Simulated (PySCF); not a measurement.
A PySCF script (with the pyscf-properties extension) for the spin–spin couplings of SMILES C(B)C#C, C₃H₅B, on a PBE0-D3(BJ)/def2-SVP geometry:

```python
import basis_set_exchange as bse
import numpy as np
from pyscf import gto, dft
from pyscf.data import nist
from pyscf.prop import ssc

atoms = """
B    -1.311693    0.786320    0.000497
C    -0.413379   -0.494402   -0.087788
C     1.026682   -0.319832   -0.157885
C     2.225288   -0.154234   -0.210987
H    -0.856145    1.901306   -0.073551
H    -2.505061    0.633098    0.126172
H    -0.693303   -1.165851    0.747288
H    -0.785271   -1.042356   -0.979382
H     3.288258   -0.009484   -0.258932
"""
names = dict.fromkeys(["B", "C", "H"], "pcJ-1")
basis = {el: gto.basis.parse(bse.get_basis(n, elements=[el], fmt="nwchem")) for el, n in names.items()}
mol = gto.M(atom=atoms, basis=basis, charge=0, verbose=0)
mf = dft.RKS(mol, xc="B3LYP")
mf.grids.level = 2
mf.grids.alignment = dft.numint.BLKSIZE   # the property module wants whole blocks of grid points
mf.conv_tol = 1e-9
mf.kernel()

sc = ssc.RKS(mf)
sc.with_fcsd = True   # Fermi contact and spin-dipole together
sc.max_cycle_cphf = 60
g = {"B": 1.7924326, "C": 1.4048236, "H": 5.58569468}   # nuclear g factors of 11B, 13C, 1H
sc.nuc_pair = [(i, j) for i in range(mol.natm) for j in range(i + 1, mol.natm)
               if mol.atom_pure_symbol(i) in g and mol.atom_pure_symbol(j) in g]
K = sc.kernel()
unit = nist.HARTREE2J / nist.PLANCK * (0.5 * nist.E_MASS / nist.PROTON_MASS) ** 2
for (i, j), k in zip(sc.nuc_pair, K):
    a, b = mol.atom_pure_symbol(i), mol.atom_pure_symbol(j)
    J = unit * g[a] * g[b] * np.trace(k) / 3
    if abs(J) >= 1:
        print("%s%d %s%d %8.1f Hz" % (a, i, b, j, J))
```

Question: What does it print?

Answer: 
```
B0 C1     48.3 Hz
B0 C2     -4.7 Hz
B0 C3      2.7 Hz
B0 H4    144.3 Hz
B0 H5    138.0 Hz
B0 H6     -6.6 Hz
B0 H7     -6.9 Hz
B0 H8     -2.6 Hz
C1 C2     79.0 Hz
C1 C3     13.4 Hz
C1 H4      4.1 Hz
C1 H5      7.8 Hz
C1 H6    126.3 Hz
C1 H7    119.9 Hz
C1 H8      4.0 Hz
C2 C3    212.6 Hz
C2 H4      6.7 Hz
C2 H5     12.0 Hz
C2 H6     -8.3 Hz
C2 H7    -10.1 Hz
C2 H8     53.4 Hz
C3 H5      1.2 Hz
C3 H6      5.0 Hz
C3 H7      5.1 Hz
C3 H8    272.7 Hz
H4 H5      7.1 Hz
H4 H6      3.2 Hz
H5 H6      2.6 Hz
H6 H7    -26.2 Hz
H6 H8     -3.9 Hz
H7 H8     -4.1 Hz
```

These numbers come from an equivalent density-fitted implementation of the same equations, which agrees with the script to about 0.1 Hz, so last digits may differ.

Size and cost of the density-fitted run: 158 basis functions, 15 s wall time on 1 thread of an Arm Neoverse V2, shared host.
